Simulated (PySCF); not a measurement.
H₆F₂Si₂Sn, SMILES [F][Sn]([F])([SiH3])[SiH3], PBE0/def2-SVP optimised geometry.

```
11

F      0.53     1.87    -1.47
Sn     0.01     0.70     0.00
F      0.52     1.77     1.54
Si    -2.57     0.70     0.00
Si     1.67    -1.27    -0.07
H     -3.05    -0.01     1.22
H     -3.05    -0.01    -1.22
H     -3.03     2.12     0.00
H      3.05    -0.72    -0.10
H      1.46    -2.12     1.15
H      1.40    -2.08    -1.29
```

Density from PBE0/def2-TZVP, def2 effective core potentials past Kr (PySCF) at that geometry. The core electrons that the potentials of Sn replace are not part of the density.

Minimum of the electron density along straight lines between bonded atoms, close to the bond critical point (lines longer than 1.1 times the sum of covalent radii, or with two minima, are not listed):

```csv
bond,length / Å,ρ at the minimum / e bohr⁻³,∇²ρ there / e bohr⁻⁵,position (fraction from the first atom)
F1–Sn2,1.947,0.115,0.56,0.48
Sn2–F3,1.947,0.115,0.56,0.52
Sn2–Si4,2.578,0.075,(withheld),0.52
Sn2–Si5,2.579,0.075,(withheld),0.52
Si4–H6,1.492,0.119,0.15,0.49
Si4–H7,1.492,0.119,0.15,0.49
Si4–H8,1.490,0.120,0.15,0.49
Si5–H9,1.490,0.120,0.15,0.49
Si5–H10,1.492,0.119,0.15,0.49
Si5–H11,1.493,0.119,0.15,0.49
```

Q: Fill in the missing entries.

A: 
- Sn2–Si4, ∇²ρ there / e bohr⁻⁵: -0.08
- Sn2–Si5, ∇²ρ there / e bohr⁻⁵: -0.07
